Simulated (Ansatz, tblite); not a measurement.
Spin states of ScAlN2 (the lowest singlet isomer of a short search), each relaxed with PBE0-D4/def2-TZVP in Ansatz. Electronic energies in the gas phase.

The 6-31G sets use Cartesian d functions. The xTB rows come from tblite. B3LYP takes the VWN-RPA correlation. The structure comes from a short search, and lower isomers may exist.

Singlet geometry (C2v within 0.1 Å):

```xyz
4

Al    0.4345   -1.0427   -0.2476
Sc   -0.4772    1.1449    0.2720
N     1.1099    0.2170    0.7692
N    -1.0672   -0.3192   -0.7936
```

Triplet geometry (C2v within 0.1 Å):

```xyz
4

Al    1.156    0.407    0.514
Sc   -1.197   -0.422   -0.532
N    -0.477   -0.024    1.155
N     0.518    0.039   -1.136
```

Quintet geometry (C2v within 0.1 Å):

```xyz
4

Al    0.399    0.991   -0.920
Sc   -0.429   -1.065    0.989
N     1.165   -0.245    0.161
N    -1.135    0.319   -0.230
```

Run but left out: HF/6-31G, B2PLYP/def2-TZVP (singlet: restricted singlet, unstable in another Hartree–Fock run and untested here); HF/def2-TZVP, PBE-QIDH/def2-TZVP, MP2/def2-TZVP, HF/def2-TZVPP, MP2/def2-TZVPP, CCSD/def2-TZVPP, CCSD(T)/def2-TZVPP (singlet: restricted singlet, unstable towards broken spin symmetry); HF/def2-TZVPP, MP2/def2-TZVPP, CCSD/def2-TZVPP, CCSD(T)/def2-TZVPP (flagged by the program: other amplitudes).

Only these spin states were relaxed.

(1) Estimate which spin state lies lowest at each of these levels, and by how much: GFN1-xTB; GFN2-xTB; BLYP-D4/def2-TZVP; r2SCAN-D4/def2-TZVP; B3LYP-D4/6-31G; B3LYP-D4/def2-TZVP; PBE0-D4/def2-TZVP; CAM-B3LYP-D4/def2-TZVP.

Answers

(1) 
```
                 level  triplet − singlet (kJ/mol)  quintet − singlet (kJ/mol)  lowest of these
              GFN1-xTB                        64.9                       216.0          singlet
              GFN2-xTB                        27.6                       209.8          singlet
     BLYP-D4/def2-TZVP                        12.2                       148.9          singlet
   r2SCAN-D4/def2-TZVP                        -0.2                       135.2              tie
        B3LYP-D4/6-31G                       -20.2                        89.8          triplet
    B3LYP-D4/def2-TZVP                         6.8                       136.5          singlet
     PBE0-D4/def2-TZVP                         1.1                       135.7              tie
CAM-B3LYP-D4/def2-TZVP                         6.5                       136.8          singlet
```

Change of the quintet − singlet gap on mixing in exact exchange, in kJ/mol: BLYP to B3LYP (20 % exact exchange) -12.4. The xTB methods have no term that favours high spin, so they put low spin too low.
